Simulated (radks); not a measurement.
Results of a calculation; reference values are marked as such.
Radial electron density D(r) = 4 pi r^2 rho(r) of an atom or ion with 55 electrons. Level of theory: scalar-relativistic Kohn-Sham, PBEsol, spin-polarised, spherical densities, finite nucleus; Fermi nuclear charge, rms radius of each element as measured or else 0.836 A^(1/3) + 0.57 fm (a radial shooting solver on a logarithmic mesh with Libxc functionals).

r (bohr)   D(r) (e/bohr)  spin D(r)
0.0008982          3.451    0.00215
0.001029           4.317    0.00268
0.001179           5.387    0.00334
0.001351           6.702    0.00415
0.001547           8.312    0.00513
0.001773           10.27    0.00632
0.002031           12.64    0.00775
0.002327           15.47    0.00946
0.002666           18.84     0.0115
0.003055           22.79     0.0138
0.0035             27.38     0.0165
0.004009           32.61     0.0195
0.004593           38.48     0.0228
0.005263           44.91     0.0263
0.006029           51.78     0.0300
0.006853           58.45     0.0334
0.007851           65.47     0.0368
0.008995           72.06     0.0399
0.01031            77.76     0.0424
0.01181            82.12     0.0443
0.01353            84.74     0.0458
0.0155             85.41     0.0475
0.01775            84.19     0.0504
0.02034            81.54     0.0562
0.0233             78.37     0.0669
0.0267             75.95     0.0847
0.03059            75.69      0.111
0.03505            78.67      0.144
0.04015            85.22      0.181
0.046              94.45      0.211
0.0527             104.2      0.223
0.06038            111.5      0.204
0.06917            113.5      0.151
0.07925            109.3     0.0768
0.0908             100.4     0.0163
0.104              90.91     0.0215
0.1192             85.59      0.138
0.1365             87.17      0.377
0.1564             93.89      0.691
0.1792             99.80       1.00
0.2053             98.09       1.28
0.2352             85.91       1.60
0.2695             67.04       2.17
0.3088             49.83       3.18
0.3538             41.37       4.58
0.4053             42.33       5.95
0.4643             46.99       6.71
0.5278             48.30       6.61
0.6046             43.24       5.86
0.6927             33.41       5.11
0.7936             23.18       4.85
0.9093             15.69       5.05
1.042              11.27       5.20
1.193              8.531       4.76
1.367              6.155       3.65
1.567              3.838       2.27
1.795              1.945       1.11
2.056             0.7740      0.420
2.356             0.2352      0.120
2.699            0.05263     0.0250
3.092           0.008295    0.00363
3.543          0.0008805   0.000349

What is the nuclear charge?

Answer. Z = 64. The innermost maximum, from 1s, lies near gamma/Z bohr with gamma = sqrt(1 - (Z/c)^2) = 0.884, here 0.0138 bohr (found: 0.0151), and its height grows with Z. The density is that of the gadolinium ion Gd9+ in [Kr] 4d10 4f4 5s1 5p4; the configuration itself is not fixed sharply by these data, and Z only to a few units. D(r) has 4 maxima, at r = 0.0151, 0.0675, 0.188, 0.511 bohr, and minima at 0.0289, 0.124, 0.371 bohr, inside which lie 1.93, 11.18, 29.25 electrons.
